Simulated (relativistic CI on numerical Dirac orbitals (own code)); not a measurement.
One change at a time: Pb XXXIV

Base calculation: Dirac-Coulomb-Breit CI, orbitals from a KLI potential per configuration, a model potential for QED, unscaled Slater integrals.

CI space (outside the closed core [Ar] 3d10): 4s²4p⁶4d¹⁰4f³, 4s²4p⁶4d⁹4f⁴, 4s²4p⁶4d¹⁰4f²5s, 4s²4p⁶4d¹⁰4f²5p, 4s²4p⁵4d¹⁰4f⁴, 4s²4p⁶4d¹⁰4f5s², 4s²4p⁶4d¹⁰4f5s5p, 4s²4p⁶4d¹⁰4f²5d, 4s4p⁶4d¹⁰4f⁴, 4s²4p⁶4d¹⁰4f5p², 4s²4p⁶4d¹⁰4f5s5d, 4s²4p⁶4d⁹4f²5s², 4s²4p⁶4d¹⁰4f²5f, 4s²4p⁶4d¹⁰4f²6s, 4s²4p⁶4d¹⁰4f5d², 4s²4p⁶4d¹⁰4f²6p. Levels of other configurations are missing.

Variants: (1) non-relativistic limit; (2) one mean potential for all configurations. Shifts of the energy above 4s²4p⁶4d¹⁰4f³ ⁴I°9/2, in cm⁻¹, for the lowest level and the first level of each name with at least 55 % of one term (blank where a level changes its place among those of its configuration and J or its character, or is not in the variant):

```tsv
Level	Base	Δ(1)	Δ(2)
4s²4p⁶4d¹⁰4f³ ⁴I°9/2	0	0	0
4s²4p⁶4d¹⁰4f³ ⁴I°11/2	44997	-44997	-116
4s²4p⁶4d¹⁰4f³ ⁴I°13/2	76397	-76397	-162
4s²4p⁶4d¹⁰4f³ ⁴G°7/2	108917		-125
4s²4p⁶4d¹⁰4f³ ²K°13/2	122525	-61889	-192
4s²4p⁶4d¹⁰4f³ ⁴G°9/2	142111		-203
4s²4p⁶4d¹⁰4f³ ²D°5/2	165788		-232
4s²4p⁶4d¹⁰4f³ ²H°9/2	175404		-222
4s²4p⁶4d¹⁰4f³ ⁴D°7/2	185131	-86270	-192
4s²4p⁶4d¹⁰4f³ ²I°13/2	185828	-88774	-233
4s²4p⁶4d¹⁰4f³ ²L°17/2	191040	-92472	-237
4s²4p⁶4d¹⁰4f³ ²F°7/2	239555	-106534	-255
4s²4p⁶4d¹⁰4f²5s ⁴H7/2	1843501		-442
4s²4p⁶4d¹⁰4f²5s ⁴F3/2	1871547		-576
```

At this charge energies of transitions that change n are usually good to better than 1 %, and those within a shell (Δn = 0) to a few per cent. Terms inside the open d or f shell come out 10 to 20 % too wide with unscaled integrals.

Ionisation energy from the two ground configurations alone: base 1283.61 eV. The NIST ASD value (theoretical) is 1300 eV.

LS names give the leading component of a level, which can be under half, so a name can repeat, a term be missing and a line seem to break the LS rules.
